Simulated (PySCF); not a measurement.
H₃O₂SbTe, SMILES [Sb]([OH])([OH])[TeH].

Geometry optimised at PBE-D3(BJ)/def2-SVP. The structure was generated by enumeration; whether it is a known compound was not checked. The def2 effective core potentials stand for the cores of Sb, Te; spin–orbit coupling is left out. The values are those of a single conformer.

Method: PBE-D3(BJ)/def2-SVP (PySCF 2.14.0).

Frequencies are harmonic and unscaled.

```csv
mode,ν (cm⁻¹),IR (km/mol),Raman (Å⁴/amu),depolarisation,moving atoms (share of kinetic energy)
1,81,4.6,5.4,0.72,"H 78 %, O 19 %"
2,97,5.3,2.1,0.74,"O 65 %, H 22 %"
3,127,5.1,3.4,0.39,"O 65 %, Te 21 %, H 11 %"
4,182,15.0,9.4,0.29,"Sb 55 %, Te 34 %"
5,188,7.4,3.4,0.52,"O 68 %, H 19 %, Sb 12 %"
6,276,38.8,5.6,0.69,"H 90 %, O 9 %"
7,374,178.5,4.5,0.69,"H 89 %, O 11 %"
8,474,1.9,14.4,0.67,H 97 %
9,575,74.8,11.5,0.21,"O 87 %, Sb 12 %"
10,577,68.5,11.0,0.19,"O 87 %, Sb 12 %"
11,813,80.7,1.0,0.75,H 94 %
12,857,73.0,1.2,0.66,H 92 %
13,2052,36.0,170.4,0.32,H 99 %
14,3656,30.5,72.2,0.21,H 94 %
15,3675,39.2,82.2,0.23,H 94 %
```
